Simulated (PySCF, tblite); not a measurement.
Isomers of C8H9O (doublet state), one GFN2-xTB conformer each. Single-point energies are computed at B3LYP/pcH-1 (PySCF, gas phase, no added dispersion term), electronic only. GFN2-xTB treats the open shell by occupation alone, and not every SCF solution was tested for stability.

```
              SMILES  GFN2-xTB relative energy (kcal/mol)
   C1=CC[C]2OCCC2=C1                                  0.0
C/C=C1\C=C(C=O)[C]1C                                 59.0
```

Conformers: `[CH3:1]/[CH:2]=[C:3]1\[CH:4]=[C:5]([CH:6]=[O:7])[C:8]1[CH3:9]` (doublet state) with C4–C5–C6–O7 -179°.

What does B3LYP/pcH-1 give for the same structures?

```
              SMILES  B3LYP/pcH-1 E (Eh)  B3LYP/pcH-1 (kcal/mol)  GFN2-xTB (kcal/mol)  point group
   C1=CC[C]2OCCC2=C1          -385.45734                     0.0                  0.0           Cs
C/C=C1\C=C(C=O)[C]1C          -385.40304                    34.1                 59.0            –
```

Both levels put the same isomer lowest. As drawn, the higher has a four-membered ring, which the lower lacks.

What happens when harmonic zero-point energies from GFN2-xTB frequencies are added?

```
              SMILES  ZPE (kcal/mol)  electronic (kcal/mol)  with ZPE (kcal/mol)
   C1=CC[C]2OCCC2=C1            91.3                    0.0                  0.0
C/C=C1\C=C(C=O)[C]1C            87.3                   34.1                 30.1
```

The zero-point energies span 4.0 kcal/mol. The order is unchanged.
